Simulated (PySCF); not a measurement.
Relaxation of singlet [Ga3O]+

Computed with PBE0 in PySCF with O def2-SVP, Ga def2-SVP; no relativity; density-fitted integrals. A (50,194) grid was used.

A hand-made T-shaped start, of C2v symmetry, held to at least that symmetry:

Coordinates in bohr (charge 1 multiplicity 1):
```
O     0.0000    0.0000   -1.1463
Ga    0.0000    0.0000    2.3168
Ga    3.4610    0.0000   -1.0254
Ga   -3.4610    0.0000   -1.0254
```

What forces act on the atoms at the start (eV/Å)?


```tsv
atom	Fx	Fy	Fz
O1	0.00	0.00	-2.58
Ga2	0.00	0.00	4.78
Ga3	3.05	0.00	-1.10
Ga4	-3.05	0.00	-1.10
```

What does it relax to?

It ends at D3h with O–Ga 1.981 Å (×3); Ga–O–Ga 120.0° (×3) (after a last refinement on a finer grid). A frequency run shows a minimum. Other isomers or separated fragments may lie lower.

How much energy is released, and in how many steps?

176.9 kJ/mol in 12 steps.
